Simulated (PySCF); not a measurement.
Species: C₃HN₂O₂Se (charge -1).
SMILES: `O=C([O-])c1cn[se]n1`

The calculation used TDDFT PBE0/def2-SVPD, vertical, gas phase, core orbitals frozen in the response (PySCF). Geometry: PBE0-D3(BJ)/def2-SVP; no solvent, vibrations or thermal averaging. The geometry's basis has no diffuse functions, a weakness for an anion. The PBE0/def2-SVPD calculation is non-relativistic and has no spin–orbit coupling, an omission that weighs most on selenium. Torsions of this conformer, `[O:1]=[C:2]([O-:3])[c:4]1[cH:5][n:6][se:7][n:8]1`: O1–C2–C4–C5 177°.

**Question.** Predict the UV-vis stick spectrum at this level.

**Answer.** 

```csv
state,λ (nm),E (eV),f,"main configurations (H = HOMO, L = LUMO)"
S1,402.2,3.08,0.0000,"H→L (60%), H-1→L (39%)"
S2,390.3,3.18,0.0003,"H-1→L (60%), H→L (39%)"
S3,331.1,3.74,0.0078,H-2→L (98%)
S4,306.9,4.04,0.011,"H→L+1 (87%), H-1→L+1 (10%)"
S5,297.1,4.17,0.0075,"H-1→L+1 (83%), H→L+1 (12%)"
S6,276.4,4.49,0.0001,"H-2→L+1 (86%), H-3→L+1 (14%)"
```

The lowest singlet comes at 402 nm (297 kJ/mol) in the visible; it is dark (f under 0.0005); its leading configuration is HOMO→LUMO (60%). The most intense listed level is S4 at 4.04 eV (307 nm, f = 0.011), 0.96 eV above S1. Löwdin shares by element: HOMO oxygen 81%, carbon 15% or more; LUMO nitrogen 46%, selenium 18%, carbon 14% or more (atoms not listed hold the other 21%). Of the 6 states listed, 1 reaches f = 0.01 and 3 stay under 0.0005. Orbital energies (eV): HOMO-3 -3.71, HOMO-2 -2.80, HOMO-1 -2.51, HOMO -2.40, LUMO 1.89, LUMO+1 2.47, LUMO+2 3.18. Weighted by f, the mean energy of these states is 3.98 eV. 2 computed singlets (S1 to S2) lie in the visible range (380 to 750 nm), S2 for one at 390 nm, dark in the vertical dipole picture (f under 0.0005); light of that wavelength is violet, and its complementary colour is yellow-green. No detachment energy is given for this anion; states above it aren't bound, and a finite basis only mimics them. Only the lowest 6 singlets were computed, as vertical energies without vibronic structure.
